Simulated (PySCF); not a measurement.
C₃H₁₂BNOSi (SMILES CB(O[SiH3])N(C)C), singlet, at a GFN2-xTB geometry, with bond 3-2 at 2.4 times its length; CASSCF(2,2)/STO-3G (PySCF).

The PySCF input:
```python
from pyscf import gto, scf, mcscf
import numpy

mol = gto.Mole()
mol.atom = '''
    B     0.20258545    0.49770903    0.05887000
    C     0.99639569    1.80543966   -0.40862246
    H     3.04509250    2.30162072    1.13251889
    H     0.36275213    2.68981861   -0.39815673
    H     1.37237613    1.68600055   -1.42122191
    N    -0.38109270    0.40071835    1.33007767
    C    -0.34401172    1.42790448    2.34344117
    C    -1.10441323   -0.77181950    1.77103299
    H    -1.35996968    1.73911859    2.60948181
    H     0.14355536    1.05310910    3.24986870
    H     0.20374505    2.29229483    1.98329432
    H    -0.63577934   -1.19770429    2.66435257
    H    -2.14001843   -0.51371361    2.01605540
    H    -1.10126610   -1.51520831    0.97916703
    O     0.07664865   -0.55731105   -0.77701727
    Si    0.28925018   -1.35934121   -2.14190965
    H    -1.05104542   -1.79031590   -2.54683477
    H     1.16067496   -2.48956481   -1.81160373
    H     0.89916133   -0.53947253   -3.19505305
'''
mol.basis = 'sto-3g'
mol.verbose = 4
mol.build()

mf = scf.RHF(mol)
mf.kernel()
mc = mcscf.CASSCF(mf, 2, 2)
mc.fix_spin_(ss=0.0)
mc.kernel()
occ = numpy.linalg.eigvalsh(mc.fcisolver.make_rdm1(mc.ci, mc.ncas, mc.nelecas))[::-1]
ss = mc.fcisolver.spin_square(mc.ci, mc.ncas, mc.nelecas)[0]
print('natural occupations', occ.round(4), ' <S^2>', round(ss, 4))
```

What the program printed (banner, timings and long lists left out):

```
PySCF version 2.14.0

[INPUT] verbose = 4
[INPUT] num. atoms = 19
[INPUT] num. electrons = 64
[INPUT] charge = 0
[INPUT] spin (= nelec alpha-beta = 2S) = 0
[INPUT] symmetry False subgroup None
[INPUT] Mole.unit = angstrom
[INPUT] Symbol           X                Y                Z      unit          X                Y                Z       unit  Magmom
[INPUT]  1 B      0.202585450000   0.497709030000   0.058870000000 AA    0.382831017322   0.940533756423   0.111248176953 Bohr   0.0
[INPUT]  2 C      0.996395690000   1.805439660000  -0.408622460000 AA    1.882914965797   3.411786491828  -0.772184537746 Bohr   0.0
[INPUT]  3 H      3.045092500000   2.301620720000   1.132518890000 AA    5.754390848967   4.349432803424   2.140150532996 Bohr   0.0
[INPUT]  4 H      0.362752130000   2.689818610000  -0.398156730000 AA    0.685502176803   5.083020497658  -0.752407174352 Bohr   0.0
[INPUT]  5 H      1.372376130000   1.686000550000  -1.421221910000 AA    2.593415025590   3.186079285366  -2.685720172131 Bohr   0.0
[INPUT]  6 N     -0.381092700000   0.400718350000   1.330077670000 AA   -0.720160831071   0.757247934588   2.513482520700 Bohr   0.0
[INPUT]  7 C     -0.344011720000   1.427904480000   2.343441170000 AA   -0.650087934441   2.698348399239   4.428462000330 Bohr   0.0
[INPUT]  8 C     -1.104413230000  -0.771819500000   1.771032990000 AA   -2.087038533046  -1.458527472599   3.346767308670 Bohr   0.0
[INPUT]  9 H     -1.359969680000   1.739118590000   2.609481810000 AA   -2.569970232912   3.286457833240   4.931205947934 Bohr   0.0
[INPUT] 10 H      0.143555360000   1.053109100000   3.249868700000 AA    0.271280314113   1.990087778287   6.141361783796 Bohr   0.0
[INPUT] 11 H      0.203745050000   2.292294830000   1.983294320000 AA    0.385022343736   4.331809425456   3.747883089205 Bohr   0.0
[INPUT] 12 H     -0.635779340000  -1.197704290000   2.664352570000 AA   -1.201448828257  -2.263333086317   5.034896656581 Bohr   0.0
[INPUT] 13 H     -2.140018430000  -0.513713610000   2.016055400000 AA   -4.044048734222  -0.970778029362   3.809792557950 Bohr   0.0
[INPUT] 14 H     -1.101266100000  -1.515208310000   0.979167030000 AA   -2.081091319268  -2.863328727565   1.850357516904 Bohr   0.0
[INPUT] 15 O      0.076648650000  -0.557311050000  -0.777017270000 AA    0.144844956318  -1.053165250694  -1.468349834357 Bohr   0.0
[INPUT] 16 Si     0.289250180000  -1.359341210000  -2.141909650000 AA    0.546603621681  -2.568782596735  -4.047622622063 Bohr   0.0
[INPUT] 17 H     -1.051045420000  -1.790315900000  -2.546834770000 AA   -1.986187988278  -3.383206727454  -4.812820199820 Bohr   0.0
[INPUT] 18 H      1.160674960000  -2.489564810000  -1.811603730000 AA    2.193357794041  -4.704595660255  -3.423434895941 Bohr   0.0
[INPUT] 19 H      0.899161330000  -0.539472530000  -3.195053050000 AA    1.699168655500  -1.019455333426  -6.037775217956 Bohr   0.0

nuclear repulsion = 370.813340656981
number of shells = 35
number of NR pGTOs = 153
number of NR cGTOs = 51
basis = sto-3g
ecp = {}

******** <class 'pyscf.scf.hf.RHF'> ********
method = RHF
initial guess = minao
damping factor = 0
level_shift factor = 0
DIIS = <class 'pyscf.scf.diis.CDIIS'>
diis_start_cycle = 1
diis_space = 8
diis_damp = 0
SCF conv_tol = 1e-09
SCF conv_tol_grad = None
SCF max_cycles = 50
direct_scf = True
direct_scf_tol = 1e-13
Set gradient conv threshold to 3.16228e-05
Initial guess from minao.
init E= -557.482388980998
  HOMO = -0.184599332961894  LUMO = -0.0913319674331587  gap/eV = 2.53793
cycle= 1 E= -556.448202239525  delta_E= 1.03  |g|= 0.513  |ddm|= 5.08
  HOMO = -0.168177660428285  LUMO = 0.107444668507398  gap/eV = 7.50007
cycle= 2 E= -556.537187923748  delta_E= -0.089  |g|= 0.191  |ddm|= 0.952
  HOMO = -0.17611088870528  LUMO = 0.111696846917875  gap/eV = 7.83165
cycle= 3 E= -556.548784148973  delta_E= -0.0116  |g|= 0.0429  |ddm|= 0.289
  HOMO = -0.182755322113499  LUMO = 0.106487256317483  gap/eV = 7.87069
cycle= 4 E= -556.549663662024  delta_E= -0.00088  |g|= 0.0176  |ddm|= 0.102
  HOMO = -0.18304278864166  LUMO = 0.107576775224538  gap/eV = 7.90816
cycle= 5 E= -556.54980353508  delta_E= -0.00014  |g|= 0.00721  |ddm|= 0.0381
  HOMO = -0.182823481246251  LUMO = 0.107638759247276  gap/eV = 7.90388
cycle= 6 E= -556.549832785701  delta_E= -2.93e-05  |g|= 0.00202  |ddm|= 0.0143
  HOMO = -0.182871774130439  LUMO = 0.107789962151803  gap/eV = 7.90931
cycle= 7 E= -556.549838529158  delta_E= -5.74e-06  |g|= 0.000659  |ddm|= 0.00785
  HOMO = -0.183040679055169  LUMO = 0.107679998458413  gap/eV = 7.91091
cycle= 8 E= -556.549839054427  delta_E= -5.25e-07  |g|= 0.000179  |ddm|= 0.00239
  HOMO = -0.183065059279035  LUMO = 0.107660919408205  gap/eV = 7.91106
cycle= 9 E= -556.549839097605  delta_E= -4.32e-08  |g|= 5.2e-05  |ddm|= 0.000625
  HOMO = -0.183059621991249  LUMO = 0.107665924785568  gap/eV = 7.91105
cycle= 10 E= -556.549839101494  delta_E= -3.89e-09  |g|= 1.82e-05  |ddm|= 0.000183
  HOMO = -0.183057979899655  LUMO = 0.107667861031274  gap/eV = 7.91105
cycle= 11 E= -556.549839101915  delta_E= -4.22e-10  |g|= 4.2e-06  |ddm|= 7e-05
  HOMO = -0.183058197285373  LUMO = 0.107667757310025  gap/eV = 7.91106
Extra cycle  E= -556.549839101933  delta_E= -1.75e-11  |g|= 2.09e-06  |ddm|= 9.59e-06
converged SCF energy = -556.549839101933

******** <class 'pyscf.mcscf.mc1step.CASSCF'> ********
CAS (1e+1e, 2o), ncore = 31, nvir = 18
max_cycle_macro = 50
max_cycle_micro = 4
conv_tol = 1e-07
conv_tol_grad = None
orbital rotation max_stepsize = 0.02
orbital rotation threshold for CI restart = 0.01
augmented hessian ah_max_cycle = 30
augmented hessian ah_conv_tol = 1e-12
augmented hessian ah_linear dependence = 1e-14
augmented hessian ah_level shift = 1e-08
augmented hessian ah_start_tol = 2.5
augmented hessian ah_start_cycle = 3
augmented hessian ah_grad_trust_region = 3
kf_trust_region = 3
kf_interval = 4
ci_response_space = 4
ci_grad_trust_region = 3
with_dep4 0
natorb = False
canonicalization = True
sorting_mo_energy = False
ao2mo_level = 2
internal_rotation = False
******** <class 'pyscf.fci.addons.SpinPenaltyFCISolver'> ********
max. cycles = 50
conv_tol = 1e-08
davidson only = True
linear dependence = 1e-12
level shift = 0.001
max iter space = 12
nroots = 1
pspace_size = 400
spin = None
CASCI E = -556.710739719691  S^2 = 0.0000000
Set conv_tol_grad to 0.000316228
macro iter   1 ( 14 JK    4 micro), CASSCF E = -556.726925840130  dE = -1.61861204e-02  S^2 = 0.0000000
               |grad[o]|=0.0825  |grad[c]|=0.0155  |ddm|=0.0116  |maxRot[o]|=0.122
macro iter   2 (  8 JK    3 micro), CASSCF E = -556.726958371927  dE = -3.25317974e-05  S^2 = 0.0000000
               |grad[o]|=0.00417  |grad[c]|=3.68e-05  |ddm|=0.000541  |maxRot[o]|=0.00522
macro iter   3 (  1 JK    1 micro), CASSCF E = -556.726958371930  dE = -2.16004992e-12  S^2 = 0.0000000
               |grad[o]|=2e-05  |grad[c]|=1.04e-06  |ddm|=8.98e-07  |maxRot[o]|=    0
1-step CASSCF converged in   3 macro ( 23 JK   8 micro) steps
CASSCF canonicalization
Density matrix diagonal elements [1.30400051 0.69599949]
CASSCF energy = -556.726958371930
CASCI E = -556.726958371930  E(CI) = -1.04589371140310  S^2 = 0.0000000
natural occupations [1.3051 0.6949]  <S^2> 0.0
```
